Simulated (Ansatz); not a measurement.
Born–Oppenheimer molecular dynamics of AlCl2H4N (8 atoms, charge 0, multiplicity 1). It starts at the highest image of a converged band. Of that band: Neighbouring images differ by up to 1.6 eV, so the band resolves the path poorly. A vibrational analysis at the climbing image gives one clearly imaginary mode, 1833i cm⁻¹: a first-order saddle point.

Theory: RHF/6-31G* (Ansatz 0.2.0).

```yaml
ensemble: NVE (velocity Verlet)
time_step: 0.5 fs
steps_asked: 200
starting_velocities_drawn_for: 100 K
seed: 5378
```

Frames 1 fs apart, positions in Å, forces in eV/Å.

Velocities at 40 fs (Å/ps):

```
Al -2.61 15.93 9.64
H -4.20 -8.50 76.81
Cl 1.34 -4.26 -3.41
Cl 0.33 -4.55 -3.11
N -0.18 -3.22 -0.80
H 6.51 -32.04 -12.20
H -1.43 -31.26 -7.76
H 12.60 -0.06 -74.15
```

```xyz
8
Properties=species:S:1:pos:R:3:forces:R:3 time_fs=40 energy_less_start_eV=-1.265 T=1731
Al -0.018 -0.071 0.163 0.14 -0.12 -0.12
H -0.177 0.761 1.492 -0.01 -0.28 -0.01
Cl 1.901 0.268 -0.850 -0.80 -0.50 0.43
Cl -1.755 -0.071 -1.155 0.65 -0.31 0.47
N 0.115 -2.360 0.845 -1.65 0.39 4.75
H -0.657 -2.791 0.334 1.70 -0.34 -0.57
H 1.102 -2.566 0.726 -0.94 -0.84 -1.03
H -0.109 -2.724 1.911 0.93 2.00 -3.92
8
Properties=species:S:1:pos:R:3:forces:R:3 time_fs=41 energy_less_start_eV=-1.617 T=2174
Al -0.021 -0.055 0.173 0.12 0.00 0.25
H -0.181 0.751 1.568 0.05 -0.52 -0.58
Cl 1.903 0.264 -0.854 -0.90 -0.45 0.50
Cl -1.755 -0.075 -1.158 0.71 -0.25 0.56
N 0.114 -2.363 0.846 -1.24 0.33 2.20
H -0.642 -2.825 0.320 1.84 0.05 -0.37
H 1.096 -2.601 0.714 -1.02 -0.57 -0.97
H -0.092 -2.715 1.820 0.44 1.41 -1.58
8
Properties=species:S:1:pos:R:3:forces:R:3 time_fs=42 energy_less_start_eV=-1.609 T=2155
Al -0.023 -0.040 0.183 0.11 0.03 0.50
H -0.185 0.736 1.639 0.09 -0.66 -1.04
Cl 1.904 0.259 -0.857 -0.99 -0.40 0.57
Cl -1.754 -0.080 -1.161 0.78 -0.19 0.64
N 0.113 -2.366 0.848 0.00 1.46 -3.27
H -0.610 -2.857 0.301 1.56 0.35 -0.27
H 1.080 -2.642 0.692 -0.86 -0.23 -0.82
H -0.072 -2.693 1.716 -0.69 -0.34 3.68
8
Properties=species:S:1:pos:R:3:forces:R:3 time_fs=43 energy_less_start_eV=-1.165 T=1612
Al -0.026 -0.024 0.193 0.12 -0.02 0.63
H -0.188 0.715 1.699 0.12 -0.71 -1.36
Cl 1.904 0.255 -0.860 -1.07 -0.36 0.64
Cl -1.753 -0.085 -1.164 0.84 -0.13 0.72
N 0.111 -2.367 0.847 1.54 3.18 -9.42
H -0.563 -2.887 0.281 0.92 0.47 -0.23
H 1.056 -2.684 0.662 -0.49 0.09 -0.54
H -0.058 -2.675 1.648 -1.97 -2.53 9.56
8
Properties=species:S:1:pos:R:3:forces:R:3 time_fs=44 energy_less_start_eV=-1.363 T=1850
Al -0.028 -0.008 0.203 0.14 -0.17 0.64
H -0.190 0.686 1.747 0.13 -0.68 -1.55
Cl 1.905 0.250 -0.863 -1.14 -0.30 0.70
Cl -1.752 -0.089 -1.166 0.89 -0.07 0.79
N 0.111 -2.367 0.841 1.43 2.24 -7.35
H -0.507 -2.912 0.257 -0.01 0.40 -0.26
H 1.028 -2.726 0.627 0.09 0.36 -0.16
H -0.062 -2.679 1.666 -1.52 -1.78 7.19
8
Properties=species:S:1:pos:R:3:forces:R:3 time_fs=45 energy_less_start_eV=-1.645 T=2202
Al -0.031 0.008 0.213 0.17 -0.39 0.52
H -0.190 0.652 1.780 0.13 -0.59 -1.60
Cl 1.905 0.245 -0.866 -1.20 -0.25 0.75
Cl -1.751 -0.094 -1.169 0.92 -0.01 0.85
N 0.111 -2.365 0.830 0.44 0.08 -1.09
H -0.452 -2.933 0.232 -0.99 0.24 -0.27
H 1.000 -2.764 0.591 0.70 0.57 0.28
H -0.080 -2.699 1.750 -0.17 0.35 0.56
8
Properties=species:S:1:pos:R:3:forces:R:3 time_fs=46 energy_less_start_eV=-1.337 T=1820
Al -0.033 0.024 0.224 0.21 -0.65 0.30
H -0.189 0.612 1.798 0.11 -0.45 -1.53
Cl 1.905 0.241 -0.868 -1.24 -0.19 0.80
Cl -1.749 -0.099 -1.171 0.96 0.05 0.91
N 0.112 -2.364 0.818 -0.03 -1.10 2.20
H -0.406 -2.952 0.203 -1.70 0.20 -0.11
H 0.980 -2.797 0.558 1.09 0.79 0.73
H -0.100 -2.717 1.841 0.60 1.34 -3.29
8
Properties=species:S:1:pos:R:3:forces:R:3 time_fs=47 energy_less_start_eV=-0.914 T=1281
Al -0.035 0.039 0.234 0.26 -0.94 -0.07
H -0.188 0.567 1.801 0.08 -0.26 -1.30
Cl 1.904 0.236 -0.870 -1.29 -0.14 0.84
Cl -1.747 -0.104 -1.173 0.98 0.11 0.96
N 0.113 -2.362 0.807 -0.13 -1.76 2.97
H -0.376 -2.969 0.174 -1.97 0.41 0.27
H 0.969 -2.823 0.531 1.16 1.03 1.11
H -0.115 -2.722 1.903 0.89 1.53 -4.78
8
Properties=species:S:1:pos:R:3:forces:R:3 time_fs=48 energy_less_start_eV=-0.734 T=1050
Al -0.037 0.054 0.245 0.32 -1.25 -0.59
H -0.185 0.520 1.792 0.04 -0.03 -0.92
Cl 1.903 0.231 -0.873 -1.32 -0.08 0.89
Cl -1.745 -0.108 -1.174 1.01 0.17 1.01
N 0.113 -2.362 0.798 -0.11 -2.28 2.66
H -0.364 -2.982 0.148 -1.85 0.78 0.75
H 0.969 -2.838 0.515 0.95 1.25 1.35
H -0.121 -2.713 1.919 0.96 1.44 -5.15
8
Properties=species:S:1:pos:R:3:forces:R:3 time_fs=49 energy_less_start_eV=-0.879 T=1235
Al -0.040 0.069 0.255 0.40 -1.57 -1.27
H -0.182 0.473 1.774 -0.02 0.22 -0.35
Cl 1.902 0.226 -0.874 -1.35 -0.03 0.93
Cl -1.743 -0.113 -1.175 1.02 0.22 1.05
N 0.114 -2.364 0.791 -0.03 -2.50 1.87
H -0.370 -2.987 0.129 -1.49 1.10 1.14
H 0.978 -2.842 0.512 0.60 1.37 1.39
H -0.118 -2.691 1.886 0.86 1.19 -4.76
8
Properties=species:S:1:pos:R:3:forces:R:3 time_fs=50 energy_less_start_eV=-1.228 T=1677
Al -0.041 0.083 0.265 0.48 -1.87 -2.07
H -0.180 0.428 1.753 -0.09 0.46 0.34
Cl 1.900 0.221 -0.876 -1.37 0.02 0.97
Cl -1.740 -0.118 -1.176 1.03 0.27 1.09
N 0.114 -2.367 0.786 0.23 -2.12 0.24
H -0.391 -2.982 0.120 -1.02 1.25 1.30
H 0.994 -2.832 0.522 0.25 1.33 1.21
H -0.107 -2.656 1.808 0.48 0.67 -3.08
8
Properties=species:S:1:pos:R:3:forces:R:3 time_fs=51 energy_less_start_eV=-1.387 T=1869
Al -0.043 0.097 0.274 0.56 -2.12 -2.88
H -0.178 0.387 1.735 -0.15 0.65 1.05
Cl 1.898 0.216 -0.877 -1.39 0.07 1.00
Cl -1.737 -0.122 -1.177 1.04 0.32 1.13
N 0.115 -2.372 0.780 1.00 -0.73 -3.60
H -0.421 -2.965 0.124 -0.55 1.14 1.15
H 1.011 -2.810 0.543 0.00 1.11 0.85
H -0.092 -2.616 1.703 -0.52 -0.44 1.30
```

Of the whole run (100 fs, mean temperature of the second half 1459 K): The conserved energy stayed within 2.1 meV per atom of its start (net change -0.97 meV per atom), so the integration is sound. The kinetic energy rose, since the run started high on the potential surface and went downhill. A run of 0.1 ps of so small a system gives no equilibrium averages. The orbitals stay closed-shell, which can raise the energy where a bond breaks towards radicals; this wasn't checked here.

The run took 5.4 min on 1 thread of Arm Neoverse V1, with other jobs on the host, peak memory 0.15 GiB.
